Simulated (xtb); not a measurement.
xtb input (GFN2-xTB):

```bash
xtb mol.xyz --gfn 2 --ohess tight --chrg 0 --uhf 0
```
mol.xyz:
```
16

Se     1.41467697     0.80827730    -0.19294260
C     -0.01233418    -0.45074923     0.12574358
C     -0.94337323    -0.70854133    -1.09651383
C     -2.12403649    -1.41566375    -0.44455442
C     -2.22162458    -0.88497349     1.01925172
C     -0.95247167    -0.00569827     1.17230356
H      2.11460891     0.04633347    -1.16638246
H      0.48781324    -1.38841996     0.40564835
H     -1.23267783     0.22500651    -1.49681669
H     -0.43390982    -1.34359790    -1.83559336
H     -1.94446123    -2.54899287    -0.40375863
H     -3.05089146    -1.33601537    -1.02927232
H     -2.30907362    -1.62947259     1.71492861
H     -3.18285449    -0.23985731     1.10975552
H     -0.54169220    -0.10189985     2.24988389
H     -1.16370228     1.04863130     1.01153894
```

Output:

```
           -------------------------------------------------
          |                Calculation Setup                |
           -------------------------------------------------

           -------------------------------------------------
          |                 G F N 2 - x T B                 |
           -------------------------------------------------

        Reference                      10.1021/acs.jctc.8b01176
      * Hamiltonian:
        H0-scaling (s, p, d)           1.850000    2.230000    2.230000
        zeta-weighting                 0.500000
      * Dispersion:
        s8                             2.700000
        a1                             0.520000
        a2                             5.000000
        s9                             5.000000
      * Repulsion:
        kExp                           1.500000    1.000000
        rExp                           1.000000
      * Coulomb:
        alpha                          2.000000
        third order                    shell-resolved
        anisotropic                    true
        a3                             3.000000
        a5                             4.000000
        cn-shift                       1.200000
        cn-exp                         4.000000
        max-rad                        5.000000

          ...................................................
          :                      SETUP                      :
          :.................................................:
          :  # basis functions                  40          :
          :  # atomic orbitals                  39          :
          :  # shells                           23          :
          :  # electrons                        36          :
          :  max. iterations                   250          :
          :  Hamiltonian                  GFN2-xTB          :
          :  restarted?                      false          :
          :  GBSA solvation                  false          :
          :  PC potential                    false          :
          :  electronic temp.          300.0000000     K    :
          :  accuracy                    1.0000000          :
          :  -> integral cutoff          0.2500000E+02      :
          :  -> integral neglect         0.1000000E-07      :
          :  -> SCF convergence          0.1000000E-05 Eh   :
          :  -> wf. convergence          0.1000000E-03 e    :
          :  Broyden damping             0.4000000          :
          :  net charge                          0          :
          :  unpaired electrons                  0          :
          ...................................................

 iter      E             dE          RMSdq      gap      omega  full diag
   1    -19.1328038 -0.191328E+02  0.345E+00    4.89       0.0  T
   2    -19.1875658 -0.547620E-01  0.300E+00    4.43       1.0  T
   3    -19.1916590 -0.409323E-02  0.170E+00    4.44       1.0  T
   4    -19.1918868 -0.227755E-03  0.320E-01    4.31       1.0  T
   5    -19.1920116 -0.124794E-03  0.186E-01    4.32       1.0  T
   6    -19.1920556 -0.440348E-04  0.551E-02    4.31       1.0  T
[...]

   Z      Z             #   av. dist./Å        max./Å        min./Å
   1 H    6 C           9     1.0906625     1.0934334     1.0887575
   6 C    6 C           5     1.5305775     1.5421286     1.5211835
   1 H   34 Se          1     1.4460511     1.4460511     1.4460511

           -------------------------------------------------
          |               Frequency Printout                |
           -------------------------------------------------
 projected vibrational frequencies (cm⁻¹)
eigval :       -0.00    -0.00     0.00     0.00     0.00     0.00
eigval :       23.23   139.08   143.34   196.12   266.51   434.46
eigval :      616.14   684.23   708.68   806.95   838.24   945.70
eigval :      955.92   988.19  1006.64  1015.79  1113.02  1119.76
eigval :     1134.22  1178.01  1192.89  1221.95  1225.99  1254.99
eigval :     1301.19  1310.13  1314.53  1317.13  1476.59  1485.78
eigval :     1490.50  1509.17  2046.65  2925.83  2956.04  2975.19
eigval :     2984.94  2998.35  3001.25  3005.50  3010.31  3016.33
 reduced masses (amu)
   1: 30.95   2: 67.67   3: 28.53   4: 65.45   5: 13.23   6: 11.72   7:  5.87   8: 13.68
   9:  1.90  10: 17.13  11: 36.91  12:  9.10  13:  9.16  14:  2.86  15: 11.31  16:  3.16
  17:  4.67  18:  7.61  19:  7.41  20:  4.42  21:  5.52  22:  7.38  23:  7.86  24:  7.84
  25:  4.83  26:  5.08  27:  4.12  28:  3.05  29:  3.74  30:  3.67  31:  2.71  32:  3.83
  33:  4.61  34:  4.70  35:  1.90  36:  1.98  37:  1.97  38:  1.99  39:  1.98  40:  1.77
  41:  1.83  42:  1.87  43:  1.89  44:  1.70  45:  1.71  46:  1.81  47:  1.61  48:  1.59
 IR intensities (km·mol⁻¹)
   1:  0.33   2:  0.12   3:  0.16   4:  0.16   5:  0.77   6:  0.25   7:  0.07   8:  1.47
   9: 13.69  10:  1.50  11:  1.50  12:  3.05  13:  1.25  14: 17.49  15:  1.16  16:  4.57
  17:  1.34  18:  0.18  19:  0.06  20:  2.96  21:  1.50  22:  1.35  23:  1.92  24:  2.19
  25: 18.33  26:  1.11  27:  8.38  28:  9.50  29:  9.70  30:  0.68  31:  5.20  32:  3.39
  33:  0.67  34:  1.78  35:  0.22  36:  0.34  37:  0.55  38:  0.55  39:417.56  40: 18.24
  41: 19.09  42:  6.06  43: 10.12  44: 44.77  45: 26.32  46: 56.58  47: 60.29  48: 44.79
 Raman intensities (Ä⁴*amu⁻¹)
   1:  0.00   2:  0.00   3:  0.00   4:  0.00   5:  0.00   6:  0.00   7:  0.00   8:  0.00
   9:  0.00  10:  0.00  11:  0.00  12:  0.00  13:  0.00  14:  0.00  15:  0.00  16:  0.00
  17:  0.00  18:  0.00  19:  0.00  20:  0.00  21:  0.00  22:  0.00  23:  0.00  24:  0.00
  25:  0.00  26:  0.00  27:  0.00  28:  0.00  29:  0.00  30:  0.00  31:  0.00  32:  0.00
  33:  0.00  34:  0.00  35:  0.00  36:  0.00  37:  0.00  38:  0.00  39:  0.00  40:  0.00
  41:  0.00  42:  0.00  43:  0.00  44:  0.00  45:  0.00  46:  0.00  47:  0.00  48:  0.00
 output can be read by thermo (or use thermo option).
 writing <g98.out> molden fake output.
 recommended (thermochemical) frequency scaling factor: 1.0
           -------------------------------------------------
          |             Thermodynamic Functions             |
           -------------------------------------------------

c1  symmetry found (for desy threshold:  0.10E+00) used in thermo

          ...................................................
          :                      SETUP                      :
          :.................................................:
          :  # frequencies                          42      :
          :  # imaginary freq.                       0      :
          :  linear?                             false      :
          :  only rotor calc.                    false      :
          :  symmetry                               c1      :
          :  rotational number                       1      :
          :  scaling factor                  1.0000000      :
          :  rotor cutoff                   50.0000000 cm⁻¹ :
Note: The following floating-point exceptions are signalling: IEEE_UNDERFLOW_FLAG IEEE_DENORMAL
normal termination of xtb
          :  imag. cutoff                  -20.0000000 cm⁻¹ :
          :.................................................:

    mode    ω/cm⁻¹     T·S(HO)/kcal·mol⁻¹    T·S(FR)/kcal·mol⁻¹   T·S(vib)
   ------------------------------------------------------------------------
       1     23.23    -1.88935 (  4.45%)    -1.28300 ( 95.55%)    -1.31000
       2    139.08    -0.83972 ( 98.36%)    -0.75337 (  1.64%)    -0.83830
       3    143.34    -0.82255 ( 98.54%)    -0.74445 (  1.46%)    -0.82141
       4    196.12    -0.64674 ( 99.58%)    -0.65160 (  0.42%)    -0.64676
       5    266.51    -0.48263 ( 99.88%)    -0.56077 (  0.12%)    -0.48272
   ------------------------------------------------------------------------

   temp. (K)  partition function   enthalpy   heat capacity  entropy
                                   cal/mol     cal/K/mol   cal/K/mol   J/K/mol
 298.15  VIB   127.                 2793.592     18.351     17.044
         ROT  0.319E+06              888.752      2.981     28.164
         INT  0.405E+08             3682.344     21.332     45.208
         TR   0.176E+28             1481.254      4.968     40.890
         TOT                        5163.5983    26.3001    86.0976   360.2323

       T/K    H(0)-H(T)+PV         H(T)/Eh          T*S/Eh         G(T)/Eh
   ------------------------------------------------------------------------
    298.15    0.822872E-02    0.143405E+00    0.409077E-01    0.102497E+00
   ------------------------------------------------------------------------

         :::::::::::::::::::::::::::::::::::::::::::::::::::::
         ::                  THERMODYNAMIC                  ::
         :::::::::::::::::::::::::::::::::::::::::::::::::::::
         :: total free energy         -18.879515891709 Eh   ::
         ::.................................................::
         :: total energy              -18.982013021386 Eh   ::
         :: zero point energy           0.135176148478 Eh   ::
         :: G(RRHO) w/o ZPVE           -0.032679018800 Eh   ::
         :: G(RRHO) contrib.            0.102497129678 Eh   ::
         :::::::::::::::::::::::::::::::::::::::::::::::::::::

optimized geometry written to: xtbopt.xyz

           -------------------------------------------------
          | TOTAL ENERGY              -18.982013021386 Eh   |
          | TOTAL ENTHALPY            -18.838608155208 Eh   |
          | TOTAL FREE ENERGY         -18.879515891709 Eh   |
          | GRADIENT NORM               0.000191159188 Eh/α |
          | HOMO-LUMO GAP               3.980864165502 eV   |
           -------------------------------------------------

------------------------------------------------------------------------
------------------------------------------------------------------------
 total:
 SCF:
 ANC optimizer:
 analytical hessian:
```
